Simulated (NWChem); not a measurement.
System: C2H7FOSi; SMILES C[Si@@H](CO)F

Here is an NWChem input.

```
start job
memory heap 200 mb stack 900 mb global 1100 mb
geometry units angstroms noautoz
  C     -0.977107     1.872809    -0.136525
  Si     0.080038     0.417976     0.359007
  F      1.594880     0.688937    -0.187353
  C     -0.566818    -1.170263    -0.421101
  O      0.130013    -2.269241     0.111758
  H     -1.995646     1.779440     0.272764
  H     -0.546428     2.812114     0.243125
  H     -1.053872     1.955357    -1.232050
  H      0.169591     0.269289     1.838468
  H     -0.453170    -1.078513    -1.522275
  H     -1.661389    -1.221480    -0.230878
  H     -0.167568    -3.068908    -0.332580
end
basis spherical
  C library 6-31g*
  Si library 6-31g*
  F library 6-31g*
  O library 6-31g*
  H library 6-31g*
end
dft
  xc xpbe96 cpbe96
  iterations 150
  mulliken
end
task dft energy
```

Parts of the log:

```
             Northwest Computational Chemistry Package (NWChem) 7.3.0
             --------------------------------------------------------

 C1  symmetry detected

                             Geometry "geometry" -> ""
                             -------------------------

 Output coordinates in angstroms (scale by  1.889725989 to convert to a.u.)

  No.       Tag          Charge          X              Y              Z
 ---- ---------------- ---------- -------------- -------------- --------------
    1 C                    6.0000    -0.99917377     1.88637480    -0.13359378
    2 Si                  14.0000     0.06372388     0.43224559     0.35159013
    3 F                    9.0000     1.56181420     0.68324312    -0.24791052
    4 C                    6.0000    -0.61874647    -1.16384283    -0.38068732
    5 O                    8.0000     0.08763224    -2.25895432     0.14754063
    6 H                    1.0000    -2.00449287     1.80710173     0.30992198
    7 H                    1.0000    -0.55011104     2.82863437     0.21626616
    8 H                    1.0000    -1.11090552     1.95150881    -1.22728278
    9 H                    1.0000     0.20025636     0.30718361     1.82964655
   10 H                    1.0000    -0.54029155    -1.09097915    -1.48633365
   11 H                    1.0000    -1.70688443    -1.20401097    -0.15433373
   12 H                    1.0000    -0.22956946    -3.06362198    -0.27359007

 Effective nuclear repulsion energy (a.u.)     244.0116102971

  pbe96 is a nonlocal functional; adding pw91lda local functional.

                                 NWChem DFT Module
                                 -----------------

 Summary of "ao basis" -> "ao basis" (spherical)
 ------------------------------------------------------------------------------
       Tag                 Description            Shells   Functions and Types
 ---------------- ------------------------------  ------  ---------------------
 C                           6-31g*                  6       14   3s2p1d
 Si                          6-31g*                  8       18   4s3p1d
 F                           6-31g*                  6       14   3s2p1d
 O                           6-31g*                  6       14   3s2p1d
 H                           6-31g*                  2        2   2s

            General Information
            -------------------
          SCF calculation type: DFT
          Wavefunction type:  closed shell.
          No. of atoms     :    12
          No. of electrons :    50
           Alpha electrons :    25
            Beta electrons :    25
          Charge           :     0
          Spin multiplicity:     1
          Use of symmetry is: off; symmetry adaption is: off
          Maximum number of iterations: 150
          AO basis - number of functions:    88
                     number of shells:    46
          Convergence on energy requested:  1.00D-06
          Convergence on density requested:  1.00D-05
          Convergence on gradient requested:  5.00D-04

              XC Information
              --------------
          PerdewBurkeErnzerhof Exchange Functional  1.000
            Perdew 1991 LDA Correlation Functional  1.000 local
           PerdewBurkeErnz. Correlation Functional  1.000 non-local

             Grid Information
             ----------------
          Grid used for XC integration:  medium
          Radial quadrature: Mura-Knowles
          Angular quadrature: Lebedev.
          Tag              B.-S. Rad. Rad. Pts. Rad. Cut. Ang. Pts.
          ---              ---------- --------- --------- ---------
          C                   0.70       49          12.0       434
          Si                  1.10       88          10.0       590
          F                   0.50       49          10.0       434
          O                   0.60       49          12.0       434
          H                   0.35       45          13.0       434
          Grid pruning is: on
          Number of quadrature shells:   599
          Spatial weights used:  Erf1

      Superposition of Atomic Density Guess
      -------------------------------------

 Sum of atomic energies:        -541.75212785

      Non-variational initial energy
      ------------------------------

 Total energy =    -543.831054
 1-e energy   =   -1232.508477
 2-e energy   =     444.665813
 HOMO         =      -0.324607
 LUMO         =       0.071920

     ---------------------------------------------
      Total Density - Mulliken Population Analysis
     ---------------------------------------------

    Atom       Charge   Shell Charges
 -----------   ------   -------------------------------------------------------
    1 C    6     7.00   2.00  0.72  2.11  0.72  1.44  0.02
    2 Si  14    12.86   2.00  2.00  5.97  0.90  1.33  0.21  0.27  0.18
    3 F    9     9.63   2.00  0.95  3.48  1.00  2.19  0.01
    4 C    6     6.29   2.00  0.70  1.85  0.63  1.08  0.05
    5 O    8     8.86   2.00  0.93  3.06  0.92  1.93  0.02
    6 H    1     0.73   0.45  0.29
    7 H    1     0.74   0.45  0.29
    8 H    1     0.74   0.45  0.29
    9 H    1     1.09   0.48  0.62
   10 H    1     0.79   0.47  0.33
   11 H    1     0.79   0.47  0.32
   12 H    1     0.47   0.37  0.10

   convergence    iter        energy       DeltaE   RMS-Dens  Diis-err
 ---------------- ----- ----------------- --------- --------- ---------
 d= 0,ls=0.0,diis     1   -544.4654107520 -7.88D+02  2.07D-02  9.02D-01
 d= 0,ls=0.0,diis     2   -544.3065779642  1.59D-01  1.30D-02  2.82D+00
 d= 0,ls=0.0,diis     3   -544.5563001675 -2.50D-01  1.96D-03  6.22D-02
 d= 0,ls=0.0,diis     4   -544.5601071677 -3.81D-03  9.33D-04  1.45D-02
 d= 0,ls=0.0,diis     5   -544.5613953324 -1.29D-03  2.55D-04  1.33D-03
  Resetting Diis
 d= 0,ls=0.0,diis     6   -544.5615199354 -1.25D-04  5.71D-05  3.55D-05
 d= 0,ls=0.0,diis     7   -544.5615235262 -3.59D-06  4.60D-05  6.18D-06
 d= 0,ls=0.0,diis     8   -544.5615222067  1.32D-06  2.91D-05  1.67D-05
 d= 0,ls=0.0,diis     9   -544.5615243056 -2.10D-06  2.80D-06  1.27D-07
 d= 0,ls=0.0,diis    10   -544.5615243164 -1.08D-08  6.88D-07  9.95D-09

         Total DFT energy =     -544.561524316395
      One electron energy =    -1237.175051681823
           Coulomb energy =      501.679834246209
    Exchange-Corr. energy =      -53.077917177878
 Nuclear repulsion energy =      244.011610297097

 Numeric. integr. density =       49.999991160691

                       DFT Final Molecular Orbital Analysis
                       ------------------------------------

 Vector   23  Occ=2.000000D+00  E=-2.709853D-01
              MO Center= -8.2D-03,  9.3D-01,  4.2D-01, r^2= 3.0D+00
   Bfn.  Coefficient  Atom+Function         Bfn.  Coefficient  Atom+Function
  ----- ------------  ---------------      ----- ------------  ---------------
    82      0.299231   9 H  s                 4      0.238497   1 C  py
    37     -0.231567   3 F  pz               23      0.226661   2 Si pz
    81      0.211952   9 H  s                 3     -0.201932   1 C  px
     8      0.184988   1 C  py               36      0.170733   3 F  py
    41     -0.170665   3 F  pz               22     -0.162109   2 Si py

 Vector   24  Occ=2.000000D+00  E=-2.450382D-01
              MO Center= -1.8D-01, -7.7D-01, -2.0D-02, r^2= 3.1D+00
   Bfn.  Coefficient  Atom+Function         Bfn.  Coefficient  Atom+Function
  ----- ------------  ---------------      ----- ------------  ---------------
    22      0.275092   2 Si py               65      0.223491   5 O  pz
    50     -0.218163   4 C  py               51     -0.217307   4 C  pz
    66      0.199164   5 O  s                49     -0.196166   4 C  px
    36     -0.166439   3 F  py               52     -0.166734   4 C  s
    69      0.162117   5 O  pz               63      0.151737   5 O  px

 Vector   25  Occ=2.000000D+00  E=-2.171255D-01
              MO Center= -1.5D-01, -2.0D+00, -2.7D-02, r^2= 1.4D+00
   Bfn.  Coefficient  Atom+Function         Bfn.  Coefficient  Atom+Function
  ----- ------------  ---------------      ----- ------------  ---------------
    63      0.422200   5 O  px               65     -0.417233   5 O  pz
    67      0.326534   5 O  px               69     -0.325515   5 O  pz
    86      0.217814  11 H  s                84     -0.183374  10 H  s
    85      0.154619  11 H  s                83     -0.132120  10 H  s
    49     -0.121597   4 C  px               51      0.097849   4 C  pz

 Vector   26  Occ=0.000000D+00  E= 1.614702D-02
              MO Center= -7.7D-02, -3.8D-01,  2.3D-01, r^2= 5.2D+00
   Bfn.  Coefficient  Atom+Function         Bfn.  Coefficient  Atom+Function
  ----- ------------  ---------------      ----- ------------  ---------------
    25      0.811900   2 Si px               66     -0.544138   5 O  s
    88      0.541316  12 H  s                 6      0.532950   1 C  s
    38     -0.352422   3 F  s                21      0.345692   2 Si px
    86      0.283225  11 H  s                76      0.222159   6 H  s
    24     -0.217024   2 Si s                78     -0.211202   7 H  s

 Vector   27  Occ=0.000000D+00  E= 3.509455D-02
              MO Center= -1.2D-01, -5.2D-01,  8.1D-02, r^2= 6.1D+00
   Bfn.  Coefficient  Atom+Function         Bfn.  Coefficient  Atom+Function
  ----- ------------  ---------------      ----- ------------  ---------------
    66      0.665282   5 O  s                88     -0.627955  12 H  s
    26      0.623971   2 Si py                6     -0.511008   1 C  s
    52      0.510735   4 C  s                25      0.478774   2 Si px
    84     -0.407949  10 H  s                54      0.383345   4 C  py
    38     -0.306934   3 F  s                82      0.271233   9 H  s

[...]
```

Level: PBE/6-31G* (spherical d). All runs use the structure optimised with PBE0/def2-SVP. Not confirmed as a minimum by frequencies.
